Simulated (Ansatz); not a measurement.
Total energies of the cluster MoO5H4 (the lowest singlet isomer of a short search) from Ansatz at PBE0-D4/def2-TZVP, gas phase (1 Eh = 27.2114 eV = 2625.5 kJ/mol). The reference geometry is relaxed at PBE-D4/def2-SVP.

Cartesian coordinates in Å:
```
Mo -0.130 0.329 0.217
O -0.536 1.768 -0.956
O -1.338 -0.718 -0.943
O -0.653 0.897 1.715
O 1.153 -1.061 0.507
O -1.417 -1.595 0.221
H 2.112 -0.941 0.401
H 1.363 1.141 0.044
H -0.673 -2.232 0.064
H 0.119 2.413 -1.270
```

```csv
state,geometry,energy (Eh)
charge 0 singlet,reference,-446.51882
charge 1 doublet,reference,-446.12705
free Mo atom (septet),–,-68.10433
free O atom (triplet),–,-75.01860
free H atom (doublet),–,-0.50104
```

In the def2 sets Mo takes a core potential; there is no spin–orbit coupling. The structure holds one bond between oxygen atoms, so isomers without such links may lie far lower.

Task: Work out the vertical ionisation energy to the doublet.

Result: E(charge 1 doublet) − E(charge 0 singlet) = -446.12705 − (-446.51882) = 0.39177 Eh = 10.66 eV. For comparison, −ε of the highest occupied level is 8.66 eV at this level, 2.00 eV less.

Task: What is the binding energy per atom against free atoms?

Result: Atoms: 1 × (-68.10433) + 5 × (-75.01860) + 4 × (-0.50104) = -445.20149 Eh. Binding: -445.20149 − (-446.51882) = 1.31733 Eh = 35.85 eV, or 3.58 eV for each of 10 atoms (no zero-point energy, no counterpoise term).

The structure comes from a short search, and lower isomers may exist.
